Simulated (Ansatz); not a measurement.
CH₅BGeO, SMILES `O=C[BH][GeH3]`. The species carries charge 0 and has multiplicity 1. Correlated methods include outer-core shells of Ge, which these sets cover unevenly. Scalar relativity is left out up to krypton.

Z-matrix (Å, degrees):
```
Ge
B 1 2.059
H 1 1.543 2 107.8
H 1 1.538 2 112.8 3 119.1
H 1 1.537 2 111.7 3 -117.9
C 2 1.536 1 120.9 3 -115.3
H 2 1.194 1 121.4 3 72.8
O 6 1.222 2 99.6 1 -85.8
H 6 1.104 2 138.5 1 94.2
```

Q: Give the diagnostics of a CCSD(T)/def2-TZVPP run (frozen core, Ansatz 0.2.0). (An estimate is asked.)

A: Computed: T1 = 0.0185, largest single amplitude 0.038, largest double 0.046, (T) share of the correlation energy 4.0 %, 11 CCSD cycles. The RHF solution is stable towards an unrestricted one. T1 lies under the customary mark of 0.02 for closed shells.
